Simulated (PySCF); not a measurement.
Computed properties of CH6AlN, SMILES C[NH][AlH2]

CH6AlN, SMILES C[NH][AlH2]. Geometry optimised at B3LYP-D3(BJ)/def2-TZVP. Other conformers were not sampled. All values are computed for the isolated molecule unless a solvent is named; none is compared with measurement here.

**Structure.** The optimised structure has Cs symmetry. All 21 harmonic modes at B3LYP-D3(BJ)/def2-TZVP (PySCF) are real, so it is a minimum. With heavy atoms numbered as in [AlH2:1][NH:4][CH3:5], the shortest bond between them is N4–C5 at 1.456 Å and the longest Al1–N4 at 1.771 Å.

**Vibrations.** The strongest infrared lines (harmonic, unscaled, degenerate partners summed) lie at 1945 cm⁻¹ (261 km/mol, H 95 %), 790 cm⁻¹ (255 km/mol, H 73 %, Al 19 %), 568 cm⁻¹ (161 km/mol, H 86 %, N 11 %). The softest mode is at 176 cm⁻¹ and the zero-point energy is 42.4 kcal/mol.

**Electronic structure.** ωB97X/def2-TZVPD (PySCF) places the frontier levels at -9.29 and 1.15 eV, a gap of 10.44 eV, and gives a dipole moment of 1.10 D and a mean polarisability of 51.8 bohr³.

**Excitations.** TDDFT-ωB97X/def2-SVPD (PySCF) has S1 at 5.99 eV (207 nm, f = 0.129, bright); the most intense of the 10 singlets computed lies at 7.81 eV (f = 0.13). T1 (TDA) is at 5.07 eV. No vertical singlet excitation falls in the visible range (under 3.1 eV).

**NMR.** GIAO shifts at B3LYP/pcSseg-1 (PySCF) (non-relativistic, atoms alike by connectivity averaged): ¹³C at 36.2 ppm against TMS; ¹H from 2.2 to 4.5 ppm against TMS.
